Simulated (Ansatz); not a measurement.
CH2BBrO2, SMILES `OB1OC1Br` at its PBE0-D4/def2-TZVP geometry, where that method's forces vanish. Total charge 0; spin multiplicity 1.

```csv
atom,x (Å),y (Å),z (Å)
O1,1.5161,0.8614,0.5988
B2,0.4998,0.1898,0.0602
O3,0.2078,-0.9971,-0.5086
C4,-0.9180,-0.0503,-0.3604
Br5,-2.2682,-0.5903,0.8888
H6,2.3441,0.3712,0.6236
H7,-1.3815,0.2153,-1.3024
```

**Question.** For each bond, give half the difference of the two atoms' forces along it (eV/Å; positive pushes the atoms apart) under PBE-D4, r2SCAN-D4, B3LYP-D4, ωB97M-V in def2-TZVPP. (Estimate.)

**Answer.** Ansatz gave: 
| bond | length (Å) | PBE-D4 | r2SCAN-D4 | B3LYP-D4 | ωB97M-V |
| --- | --- | --- | --- | --- | --- |
| O1–B2 | 1.332 | 0.13 | 0.06 | 0.09 | 0.16 |
| O1–H6 | 0.963 | 0.34 | 0.00 | 0.00 | -0.10 |
| B2–O3 | 1.348 | 0.58 | 0.27 | 0.11 | 0.01 |
| B2–C4 | 1.498 | 0.07 | 0.00 | 0.02 | 0.10 |
| O3–C4 | 1.478 | 0.64 | 0.43 | 0.34 | 0.20 |
| C4–Br5 | 1.917 | 0.19 | 0.21 | 0.30 | -0.01 |
| C4–H7 | 1.083 | 0.02 | -0.13 | -0.22 | -0.19 |

B3LYP here is the variant with VWN-RPA as its local correlation; programs differ in this.
